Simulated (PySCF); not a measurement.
Isomers of C8H8S, mass 136.035 u with the commonest isotopes. Method used: PBE0-D3(BJ)/def2-SVP geometry optimisation, gas phase (PySCF). One conformer each, none proved a minimum here; rigid rotors.

Question: Order these by radius of gyration √(Σ m r²/M), largest first.
A. `[CH2:1]=[CH:2][S:3][c:4]1[cH:5][cH:6][cH:7][cH:8][cH:9]1` with C1–C2–S3–C4 0°, C2–S3–C4–C5 92°
B. `[SH:1][C@:2]12[C@H:3]3[C@@H:4]4[C@@H:5]5[C@H:6]3[C@H:7]1[C@@H:8]5[C@H:9]24` with H–S1–C2–C3 63°
C. `[CH3:1][C:2](=[S:3])[c:4]1[cH:5][cH:6][cH:7][cH:8][cH:9]1` with C1–C2–C4–C5 176°

Answer: C (2.267 Å), A (2.171 Å), B (1.853 Å).

Question: Order these by rotational constant A, smallest first.
A. `[SH:1][C@:2]12[C@H:3]3[C@@H:4]4[C@@H:5]5[C@H:6]3[C@H:7]1[C@@H:8]5[C@H:9]24` with H–S1–C2–C3 63°
B. `[CH2:1]=[CH:2][S:3][c:4]1[cH:5][cH:6][cH:7][cH:8][cH:9]1` with C1–C2–S3–C4 0°, C2–S3–C4–C5 92°
C. `[CH3:1][C:2](=[S:3])[c:4]1[cH:5][cH:6][cH:7][cH:8][cH:9]1` with C1–C2–C4–C5 176°

Answer: B (2811 MHz), C (3001 MHz), A (3344 MHz).

Question: Order these by out-of-plane moment Σ m c² = (Ia + Ib − Ic)/2, smallest first.
A. `[CH3:1][C:2](=[S:3])[c:4]1[cH:5][cH:6][cH:7][cH:8][cH:9]1` with C1–C2–C4–C5 176°
B. `[CH2:1]=[CH:2][S:3][c:4]1[cH:5][cH:6][cH:7][cH:8][cH:9]1` with C1–C2–S3–C4 0°, C2–S3–C4–C5 92°
C. `[SH:1][C@:2]12[C@H:3]3[C@@H:4]4[C@@H:5]5[C@H:6]3[C@H:7]1[C@@H:8]5[C@H:9]24` with H–S1–C2–C3 63°

Answer: A (1.79 u·Å²), C (74.83 u·Å²), B (88.25 u·Å²).

```tsv
SMILES	point group	Ia (u·Å²)	Ib (u·Å²)	Ic (u·Å²)	κ	μa (D)	μb (D)	μc (D)
S[C@]12[C@H]3[C@@H]4C5[C@H]3[C@H]1[C@@H]5[C@@H]42	Cs	151.12	390.69	392.16	-1.00	1.31	0.80	0.00
C=CSc1ccccc1	–	179.77	549.67	552.95	-0.99	1.19	0.85	0.40
CC(=S)c1ccccc1	near Cs	168.39	532.68	697.50	-0.80	2.42	1.76	0.06
```
